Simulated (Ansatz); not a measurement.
`CNB(F)[SiH3]` + `C=N` → `C=NB(F)[SiH3]` + CH₃NH₂  (ligand exchange at a B–N bond)

Isolated molecules relaxed with PBE0-D4/def2-TZVP in Ansatz; ΔE leaves out vibrations. CCSD(T)/CBS adds triple-zeta CCSD(T) − MP2 to the extrapolated MP2 energy (def2 sets, frozen cores). This one scheme is used for every species. DFT in def2-TZVPP. B3LYP here is the variant with VWN-RPA as its local correlation; programs differ in this. Each species was taken in one conformer, which may not be the lowest.

**Question.** Is it downhill or uphill in electronic energy at CCSD(T)/CBS, and by how much? (Best estimate.)

**Answer.** Ansatz gave: Uphill: ΔE = +11.9 kcal/mol.

**Question.** What do these levels give: r2SCAN-D4, B3LYP-D4, ωB97M-V, PBE, PBE0, B3LYP, HF/def2-TZVPP, SCS-MP2/def2-TZVPP, CCSD/def2-TZVPP, HF/def2-QZVPP, MP2/def2-QZVPP, HF/CBS(def2)? (Estimate.)

**Answer.** Ansatz gave: r2SCAN-D4 9.4, B3LYP-D4 9.7, ωB97M-V 11.5, PBE 8.5, PBE0 9.7, B3LYP 9.0, HF/def2-TZVPP 11.7, SCS-MP2/def2-TZVPP 12.0, CCSD/def2-TZVPP 12.4, HF/def2-QZVPP 11.6, MP2/def2-QZVPP 11.5, HF/CBS(def2) 11.6 kcal/mol.

Largest T1 diagnostic among the species: 0.015.

From PBE to PBE0 (25 % exact exchange), in def2-TZVPP and without D4, ΔE moves by +1.2 kcal/mol.
